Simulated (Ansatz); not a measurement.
Q: Name a neutral molecule of Br, C, F, O, Si and H with HOMO energy (B3LYP/def2-TZVPP) between -8.45 and -8.15 eV and HOMO–LUMO gap (PBE/def2-TZVPP) between 6.30 and 6.60 eV (Ansatz, PBE0-D4/def2-TZVP geometry).

A: `FCO[SiH2]Br` (-8.31 eV, 6.47 eV). Other molecules can fit too; these were computed, each in one conformer that needn't be the lowest.

B3LYP here is the variant with VWN-RPA as its local correlation; programs differ in this.
